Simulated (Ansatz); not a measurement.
F₂H₄OSSi₂ (`F[SiH](F)O[SiH2]S`), relaxed with RKS PBE0-D4/def2-TZVP in Ansatz 0.2.0 from a PBE-D4/def2-SVP geometry. The force threshold is 0.005 eV/Å; the program also tests the step.

Charge 0, multiplicity 1.

Start:

```xyz
10

F    -1.959   -1.150   -1.496
Si   -1.741   -0.766    0.066
F    -1.628   -2.172    0.870
O    -0.350    0.084    0.238
Si    1.323    0.157    0.075
S     2.047    2.120    0.541
H    -2.898    0.013    0.562
H     1.971   -0.744    1.081
H     1.669   -0.224   -1.335
H     1.564    2.683   -0.602
```

```tsv
step	energy (eV)	largest force (eV/Å)	largest move (Å)
1	-34130.3500	1.339	0.000
2	-34130.4456	0.799	0.034
3	-34130.4812	0.125	0.030
4	-34130.4815	0.072	0.021
5	-34130.4834	0.112	0.046
6	-34130.4854	0.053	0.048
7	-34130.4860	0.026	0.040
8	-34130.4863	0.019	0.028
9	-34130.4864	0.022	0.017
10	-34130.4864	0.025	0.013
11	-34130.4864	0.015	0.002
12	-34130.4864	0.002	0.003
```

End:

```xyz
10

F    -2.054   -1.142   -1.444
Si   -1.717   -0.768    0.055
F    -1.699   -2.123    0.871
O    -0.279   -0.073    0.126
Si    1.343    0.138    0.063
S     1.892    2.121    0.578
H    -2.763    0.108    0.584
H     1.987   -0.725    1.076
H     1.788   -0.180   -1.312
H     1.502    2.644   -0.597
```

It took 65 s on 4 threads of an Arm Neoverse V1 on a shared host, with 0.71 GiB of host memory at the peak.
